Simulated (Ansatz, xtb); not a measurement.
**Two isomers of CH10GeOSi2**

Structure a: `[CH3][GeH2][SiH2]O[SiH3]`, a singlet. Structure b: `[SiH3]O[SiH2][CH2][GeH3]`, a singlet. Both are isolated molecules in the gas phase, relaxed with B3LYP/def2-SVP; each stands in its lowest conformer found.

Task: Which of the two would you expect CCSD(T)/def2-SVP + ΔMP2/def2-TZVPP electronic energies to favour?

Result: Too close to call at this level: CCSD(T)/def2-SVP + ΔMP2/def2-TZVPP gives E(b) − E(a) = −3.90 kJ/mol.

The same difference at several levels:

```tsv
level	geometry	E(b) − E(a) (kJ/mol)	departure from the last row (kJ/mol)	job, with rough time for the two
B3LYP/def2-SVP	B3LYP/def2-SVP	+2.36	+6.26	optimisation, 5.2 min
HF/def2-SVP	B3LYP/def2-SVP	−8.91	−5.01	part of the CCSD(T) run
MP2/def2-SVP	B3LYP/def2-SVP	−10.75	−6.86	part of the CCSD(T) run
CCSD(T)/def2-SVP	B3LYP/def2-SVP	−7.38	−3.48	single point
CCSD(T)/def2-SVP + ΔMP2/def2-TZVPP	B3LYP/def2-SVP	−3.90		single point, 70 s
```

As drawn, b has 1 C–Si, 1 Ge–H in place of 1 Ge–Si, 1 C–H.

The largest departure from CCSD(T)/def2-SVP + ΔMP2/def2-TZVPP is that of MP2/def2-SVP, 6.86 kJ/mol. A small imaginary or near-zero mode remains, so no thermal terms are given. Levels run at GFN2-xTB geometries aren't shown. The last row adds to CCSD(T) the change of the MP2 difference between the two basis sets, here +3.48 kJ/mol.

The correlated steps freeze 21 core orbitals; the filled d shell of Ge is correlated, in a basis made for valence electrons. Codes used: Ansatz 0.2.0, xtb 6.7.1; the last row on 4 threads of Arm Neoverse V1 on a shared host.
